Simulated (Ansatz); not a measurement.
Calculated with Ansatz (gas phase, PBE0-D4/def2-TZVP geometries, no zero-point term in ΔE). CCSD(T)/CBS is the MP2 limit (def2-TZVPP, def2-QZVPP) plus CCSD(T) − MP2 in def2-TZVPP, frozen cores. DFT in def2-TZVPP. Each species was taken in one conformer, which may not be the lowest.

Reaction (formal exchange of groups at the Si–S bond): `C=C(F)S[SiH3]` + `OB(F)[SiH3]` → `OB(F)[SiH2][SiH3]` + `C=C(F)S`

CCSD(T)/CBS gives +50.7 kJ/mol.

Problem. Another level gave +57.2 kJ/mol. Which?
A. PBE/def2-TZVPP
B. r2SCAN-D4/def2-TZVPP
C. ωB97M-V/def2-TZVPP
D. MP2/def2-TZVPP

Solution. D. MP2/def2-TZVPP 57.2, r2SCAN-D4 46.8, PBE 38.5, ωB97M-V 53.0 kJ/mol.

Largest T1 diagnostic among the species: 0.014.
